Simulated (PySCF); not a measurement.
CH4BrInO2, SMILES C[O][In]([OH])[Br]. The structure is a stationary point at PBE0-D3(BJ)/def2-SVP. The structure was generated by enumeration; whether it is a known compound was not checked. The def2 effective core potentials stand for the cores of In; spin–orbit coupling is left out. Other conformers were not sampled.

Q: Give the equilibrium geometry at PBE0-D3(BJ)/def2-SVP (PySCF confirms it by a frequency run) as bond lengths and angles, and its point group. (The exact figures need the calculation; the answer reports its results.)

A: One answer among several that fit: point group Cs.
Atoms: In1 Br2 O3 H4 O5 C6 H7 H8 H9. Bonds (Å): In1–Br2 2.466, In1–O3 1.989, In1–O5 1.982, O3–H4 0.965, O5–C6 1.401, C6–H7 1.107, C6–H8 1.104, C6–H9 1.107. Angles (°): Br2–In1–O3 120.7, Br2–In1–O5 118.4, O3–In1–O5 121.0, In1–O3–H4 111.3, In1–O5–C6 122.6, O5–C6–H7 113.3, O5–C6–H8 108.1, O5–C6–H9 113.3, H7–C6–H8 107.2, H7–C6–H9 107.4, H8–C6–H9 107.2.
